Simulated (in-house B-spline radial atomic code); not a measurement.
The numbers below are computed, except where a source is named.
# Weak and strong correlation along the adiabatic connection

Two-electron singlets in several external potentials (atomic units), by full CI in B-splines with partial waves to l = 8 (correlation energies up to 0.6 % small). The repulsion is scaled by λ at fixed density; W(λ) is the mean repulsion less the Hartree energy, W(0) = E_x, and the area under W from 0 to 1 is E_xc.

Relative drop (W(λ) − E_x)/E_x:

```
                             system  λ = 0.12  λ = 0.25  λ = 0.4  λ = 0.6  λ = 0.8   λ = 1
   ω²r²/2 − Z/r, ω = 0.669, Z = 1.5    0.0111    0.0225   0.0348   0.0499   0.0639  0.0767
      ω²r²/2 − Z/r, ω = 1.81, Z = 3    0.0057    0.0117   0.0185   0.0271   0.0353  0.0432
   −Z/r, Z = 7.27, wall at 2.3 bohr    0.0026    0.0053   0.0085   0.0126   0.0166  0.0205
                     −Z/r, Z = 1.06    0.0307    0.0592   0.0873   0.1183   0.1437  0.1649
−V exp(−r²/w²), V = 0.689, w = 12.4    0.0559    0.1010   0.1396   0.1767   0.2034  0.2236
                      −Z/r, Z = 1.4    0.0180    0.0358   0.0545   0.0767   0.0963  0.1137
−V exp(−r²/w²), V = 0.368, w = 12.3    0.0667    0.1174   0.1585   0.1962   0.2224  0.2418
```

**Question.** Order the systems by how far second-order (GL2) theory, half the initial slope (estimated from the first points of each curve), overshoots the correlation energy, least first.
A. ω²r²/2 − Z/r, ω = 0.669, Z = 1.5
B. −Z/r, Z = 1.06
C. −V exp(−r²/w²), V = 0.368, w = 12.3
D. −V exp(−r²/w²), V = 0.689, w = 12.4
E. −Z/r, Z = 7.27, wall at 2.3 bohr
F. −Z/r, Z = 1.4
G. ω²r²/2 − Z/r, ω = 1.81, Z = 3

**Answer.** E (GL2/E_c = 1.04), G (GL2/E_c = 1.08), A (GL2/E_c = 1.16), F (GL2/E_c = 1.24), B (GL2/E_c = 1.42), D (GL2/E_c = 1.85), C (GL2/E_c = 2.05).

**Question.** What else changes along this order?

**Answer.** The ratio follows the bend of the curve. With it the leading natural occupation goes from 1.999 to 1.755 and −T_c/E_c from 0.97 to 0.50 between the first and the last.
